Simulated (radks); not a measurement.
Question: The mean radii <r> (bohr) of the occupied orbitals of an atom or ion are listed with their occupations. Calculated with a radial shooting solver on a logarithmic mesh with Libxc functionals: non-relativistic Kohn-Sham, PBE, spin-polarised, spherical densities, point nucleus.

orbital  occ.      <r>
1s up       1  0.01916
1s down     1  0.01916
2s down     1  0.08072
2s up       1  0.08072
2p up       3  0.06821
2p down     3  0.06821
3s up       1   0.2037
3s down     1   0.2037
3p up       3   0.1941
3p down     3   0.1941
3d up       5   0.1695
3d down     5   0.1695
4s up       1   0.4487
4s down     1   0.4487
4p up       3   0.4528
4p down     3   0.4528
4d up       5   0.4609
4d down     5   0.4609
4f up       7   0.4867
4f down     7   0.4867
5s down     1    1.028
5s up       1    1.028
5p up       3    1.120
5p down     3    1.119
5d up       5    1.588
5d down     5    1.567
6s up       1    3.351

Name the element and its charge. Open shells, if any, are filled with parallel spins first.

Answer: Z = 79, gold, charge 0: Au in [Xe] 4f14 5d10 6s1. The 1s radius gives Z: for a bare nucleus <r> = 1.5/Z, 0.01899 bohr for Z = 79, and screening makes it slightly larger (0.01916 here). The occupations add up to 79, and the charge is Z minus that.
